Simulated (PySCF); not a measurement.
**How methods differ on the ionisation energy of Si⁺**

Si⁺ [Ne] 3s2 3p1 (2P) → Si²⁺ [Ne] 3s2 (1S), as a difference of total energies. Calculation: PySCF 2.14, in def2-TZVP; the non-relativistic Hamiltonian (point nucleus). Correlated levels: valence: [Ne] frozen. The calculations carry no spin-orbit coupling.

**Question.** Order these methods by the ionisation energy they give, lowest first.
A. TPSS
B. CCSD (valence)
C. SCS-MP2 (valence)
D. UHF

**Answer.** D (15.837 eV), C (16.069 eV), B (16.194 eV), A (16.525 eV).

Errors of the correlated levels include the incompleteness of this basis and the frozen core.

For comparison: 16.322 eV (measured; NIST levels, between the centres of gravity of the two terms).
